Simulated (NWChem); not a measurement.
# CH₃FMg; SMILES [CH3][Mg][F]

```xyz
6

Mg    -0.0765     0.2808     0.0014
F      0.2002     2.0251    -0.0012
C     -0.4034    -1.7714     0.0044
H      0.0621    -2.2594    -0.8684
H     -1.4794    -2.0125    -0.0233
H      0.0145    -2.2499     0.9059
```
Atoms are numbered in this order, from 1.

The geometry was optimised at PBE0/def2-SVP.

Question: List the 4 lowest vertical singlet excitations from PBE/def2-SVPD, TDA (NWChem).

Answer: 
```json
[
 {"state": "S1", "energy (eV)": "5.54", "oscillator strength": "0.272", "leading excitation (squared amplitude)": "HOMO → LUMO (0.92)"},
 {"state": "S2", "energy (eV)": "5.99", "oscillator strength": "0.066", "leading excitation (squared amplitude)": "HOMO → LUMO+1 (0.93)"},
 {"state": "S3", "energy (eV)": "5.99", "oscillator strength": "0.066", "leading excitation (squared amplitude)": "HOMO → LUMO+2 (0.93)"},
 {"state": "S4", "energy (eV)": "6.21", "oscillator strength": "0.056", "leading excitation (squared amplitude)": "HOMO−1 → LUMO (0.56)"}
]
```
